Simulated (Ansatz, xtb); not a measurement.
**C6H5FN2: 3 structures ranked**

3 gas-phase structures of C6H5FN2, from a drawn sample of its isomers (lower ones may exist). Each was relaxed with GFN2-xTB; where two conformers were screened, the lower at r2SCAN-D4/def2-SVP is listed:

A. `C=Cc1nccnc1F`, a singlet
B. `C=Cc1cnc(F)cn1`, a singlet
C. `C=Cc1cncc(F)n1`, a singlet

Question: Estimate their order in r2SCAN-D4/def2-SVP energy at these geometries, lowest first.

Answer: Calculated order at r2SCAN-D4/def2-SVP: A (0.0), C (0.2), B (1.0) kcal/mol. Less than 1 kcal/mol parts A and C; C and B, so the order within those pairs means little.

Energies above the lowest of each column, in kcal/mol; the last columns are at B3LYP/def2-SVP geometries:

```
structure  GFN2-xTB  HF/STO-3G  r2SCAN-D4/def2-SVP  B3LYP/def2-SVP  CCSD(T)/def2-SVP + ΔMP2/def2-TZVPP
        A       0.4        0.0                 0.0             0.0                                 0.3
        C       0.0        0.0                 0.2             0.1                                 0.0
        B       0.5        0.2                 1.0             0.7                                 0.7
```

Every level run on C puts it lowest or level with the lowest. CCSD(T)/def2-SVP + ΔMP2/def2-TZVPP orders those it was run on as C (0.0), A (0.3), B (0.7) kcal/mol. Less than 1 kcal/mol parts C and A; A and B, so the order within those pairs means little. Flexible structures stand in one conformer each, not always the lowest. ΔMP2 is the change of the MP2 energy from the smaller to the larger basis.

Programs: Ansatz 0.2.0, xtb 6.7.1.
